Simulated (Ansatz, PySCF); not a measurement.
Ansatz (a quantum-chemistry and plane-wave program) was given this input:
Ansatz 0.2 input:
```yaml
crystal:
  periodic: [false, false, false]
  atoms:
    - {symbol: C, position_ang: [-1.84920000, -0.01180000, 0.24420000]}
    - {symbol: C, position_ang: [-0.45170000, -0.44620000, -0.17220000]}
    - {symbol: N, position_ang: [0.50820000, 0.61060000, 0.09070000]}
    - {symbol: C, position_ang: [1.86330000, 0.24610000, -0.26290000]}
    - {symbol: H, position_ang: [-2.12030000, 0.90360000, -0.27380000]}
    - {symbol: H, position_ang: [-2.57180000, -0.78570000, -0.00010000]}
    - {symbol: H, position_ang: [-1.88760000, 0.17370000, 1.31550000]}
    - {symbol: H, position_ang: [-0.18660000, -1.38970000, 0.34160000]}
    - {symbol: H, position_ang: [-0.43000000, -0.64000000, -1.24940000]}
    - {symbol: H, position_ang: [0.46920000, 0.85900000, 1.07650000]}
    - {symbol: H, position_ang: [2.52560000, 1.07800000, -0.03140000]}
    - {symbol: H, position_ang: [1.90260000, 0.05650000, -1.33590000]}
    - {symbol: H, position_ang: [2.22840000, -0.65400000, 0.25730000]}
basis:
  gaussian:
    orbitals: STO-3G
total_charge: -1
magnetization: {spin_polarized: true, initial_magnetization: 1}
correlation: {method: ccsd_t, electrons: outside_noble_gas}
accuracy: high
```

Q: Write the same job for PySCF.

A: One answer among several that fit: 
```python
from pyscf import gto, scf, cc

mol = gto.Mole()
mol.atom = '''
    C    -1.849200   -0.011800    0.244200
    C    -0.451700   -0.446200   -0.172200
    N     0.508200    0.610600    0.090700
    C     1.863300    0.246100   -0.262900
    H    -2.120300    0.903600   -0.273800
    H    -2.571800   -0.785700   -0.000100
    H    -1.887600    0.173700    1.315500
    H    -0.186600   -1.389700    0.341600
    H    -0.430000   -0.640000   -1.249400
    H     0.469200    0.859000    1.076500
    H     2.525600    1.078000   -0.031400
    H     1.902600    0.056500   -1.335900
    H     2.228400   -0.654000    0.257300
'''
mol.basis = 'sto-3g'
mol.charge = -1
mol.spin = 1
mol.verbose = 4
mol.build()

mf = scf.UHF(mol)
mf.kernel()

mycc = cc.CCSD(mf, frozen=4)
mycc.kernel()
et = mycc.ccsd_t()
print('E(CCSD(T)) = %.10f' % (mycc.e_tot + et))
```

Both were run: Ansatz gave -170.912364 Eh and PySCF -170.912364 Eh, 0.000 mEh apart.
